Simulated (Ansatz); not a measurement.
Two structures of GeH5ClO, closed shell, reached by relaxing down either side of one saddle point (PBE0-D4/def2-TZVP). Energies are electronic, without zero-point energy. Ansatz 0.2.0; basis: def2-TZVPP and def2-QZVPP; cores frozen in the correlated methods. Filled d shells of the heavier atoms are correlated. The def2 sets are not built for correlating such inner shells, so the correlated values are less sure here. Extrapolation: Hartree–Fock as exp(−7.88 √X), correlation as X^−2.97. First:

```
8
angstrom
Ge -0.7869 -0.9048 -0.4841
Cl 1.3248 -1.0096 -0.9891
H -1.4351 -2.0560 -1.2646
H -0.9014 -1.1010 1.0256
H -1.2962 0.4538 -0.9648
H 1.4492 0.8979 0.7035
O 0.7836 1.4169 1.1671
H 0.8619 2.3028 0.8064
```

Second:

```
8
angstrom
Ge -1.1368 -0.1723 -0.0163
Cl 2.9715 -0.8507 0.1018
H -1.3679 -0.3937 -1.5189
H -0.8659 -1.4739 0.7352
H -2.2871 0.6377 0.6008
H 1.8940 -0.1068 0.1697
O 0.3866 0.7644 0.2042
H 0.4054 1.5951 -0.2765
```

(1) Which bonds change from the first to the second?

(2) Give the saddle point's structure and its height above each. (To be estimated.)

No T1 diagnostic of these runs exceeds 0.012.

Answers

(1) GeH₃Cl ([Cl][GeH3]) + H₂O → GeH₄O ([OH][GeH3]) + HCl; bonds formed: Ge1–O7, Cl2–H6; bonds broken: Ge1–Cl2, H6–O7.

(2) Computed: 26.51 kcal/mol above the first and 16.54 kcal/mol above the second (CCSD(T) at an estimated basis limit (MP2 extrapolated from triple and quadruple zeta, plus CCSD(T) − MP2 in triple zeta)).
```
atom    x (Å)    y (Å)    z (Å)
 Ge1  -0.6967  -0.4616  -0.0766
 Cl2   1.7552  -1.2004  -0.3868
  H3  -0.8094  -0.7834  -1.5666
  H4  -0.8057  -1.5587   0.9747
  H5  -1.8317   0.5690   0.2125
  H6   1.4030   0.5487   0.2339
  O7   0.5511   1.0175   0.5240
  H8   0.4339   1.8687   0.0850
```

The step is the kind of ligand exchange by which a precursor binds to a hydroxyl group, or is hydrolysed, in atomic layer deposition of oxides.

Labels in which every atom is bracketed show which atoms are joined, not bond orders.

For scale, one of the runs: CCSD(T)/def2-TZVPP, 191 basis functions, launched by `ansatz run in.yaml --threads 4 --pin off --events-out ev --progress --plain --max-ram 9574MiB`. Hardware: 4 CPU threads of an Intel Xeon, shared host. Wall time 62 s; peak host memory 2.1 GiB.
